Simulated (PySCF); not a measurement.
**Spectroscopy problems**

[PySCF 2.14: GFN2-xTB structure; shieldings: GIAO PBE0/pcSseg-1; one conformer; averaged over atoms made equivalent by symmetry, fast rotation or ring inversion; isolated molecule; non-relativistic Hamiltonian]

δ = σ(ref) − σ, references computed at the same level: TMS for ¹H (31.72 ppm) and ¹³C (186.93 ppm). Splittings of carbon signals by F and P are missing where no couplings were computed. Where no couplings were computed, multiplicities follow the n + 1 count of equivalent neighbours, and m marks all less simple cases (inequivalent or close neighbours, rings, F or P nearby). Shifts are as computed. Against solution values, carbons near 30 ppm lie about +3 ppm off and those near 130 ppm about +5 ppm. Of 1211 compounds with measured shifts, 218 miss one by over three times the rms of a fit or turn the order of signals round; such compounds aren't used in these exercises.

(1) C$_{6}$H$_{10}$FOP. ¹H NMR (400 MHz, computed): δ 6.87 (m, 1H), 1.30 (m, 9H). ¹³C{¹H} NMR (computed): δ 192.2 (C), 131.6 (CH), 44.4 (C), 27.1 (CH3). Identify the compound.

(2) C$_{7}$H$_{10}$N$_{2}$. ¹H NMR (300 MHz, computed): δ 6.77 (m, 1H), 6.54 (m, 1H), 6.43 (q, 1H), 6.36 (m, 1H), 5.74 (m, 1H), 5.74 (m, 1H), 5.62 (m, 1H), 1.74 (d, 3H). ¹³C{¹H} NMR (computed): δ 134.1 (CH), 133.0 (CH), 129.1 (C), 125.4 (CH2), 125.2 (CH), 121.4 (CH2), 16.9 (CH3). What is it?

Answers

(1) `InChI=1S/C6H10FOP/c1-6(2,3)9(8)4-5(9)7/h4H,1-3H3/t9-/m1/s1`. 4 carbon signals for 6 carbons: some carbons are equivalent by symmetry or fast rotation. Carbon types of the structure: 2 × C, 1 × CH, 3 × CH3, which accounts for all hydrogens. δC 192.2: fully substituted alkene carbon. δC 131.6: alkene CH; an sp2 carbon of a C=C bond. δC 27.1: methyl carbon; a saturated carbon with 1 carbon neighbour and no heteroatom attached. δH 6.87: hydrogen on an alkene CH; a vinylic proton, deshielded by the sp2 carbon and the C=C anisotropy.

This is the structure that produced the data.

(2) SMILES C=CC(C=C)=N/N=C\C. Rings plus π bonds: 4 (no ring in the answer). 7 carbon signals for 7 carbons: no two carbons are equivalent. Carbon types of the structure: 1 × C, 3 × CH, 2 × CH2, 1 × CH3, which accounts for all hydrogens. δC 134.1, 133.0: alkene CH; the olefinic region. δC 129.1, 125.2: C=N carbon. δC 125.4, 121.4: terminal =CH2 carbon; as expected for a trigonal carbon in a double bond. δH 6.54, 5.74, 5.74, 5.62: hydrogen on a terminal =CH2 carbon; olefinic region.

The data come from this structure; uniqueness wasn't tested.
